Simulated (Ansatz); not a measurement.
A structure relaxed at PBE0-D4/def2-TZVP, charge 0, multiplicity 1:

```tsv
atom	x (Å)	y (Å)	z (Å)
C1	-0.677	-0.930	0.626
O2	0.026	-0.067	-0.242
Si3	0.699	1.372	0.229
O4	1.340	1.856	-1.205
H5	-1.696	-1.067	0.256
H6	-0.727	-0.535	1.647
H7	-0.181	-1.903	0.652
H8	1.215	1.274	-1.963
```

(1) Give its formula and SMILES.

(2) Point group (tolerance 0.08 Å, 0.16 Å for H)?

(3) Summarise the bond lengths by kind.

Answers

(1) CH4O2Si, `CO[Si]O`.

(2) Cs.

(3) 1 × C–O 1.411 Å; 3 × C–H 1.092 to 1.097 Å; 2 × O–Si 1.644 to 1.657 Å; 1 × H–O 0.963 Å.

Computed with Ansatz.
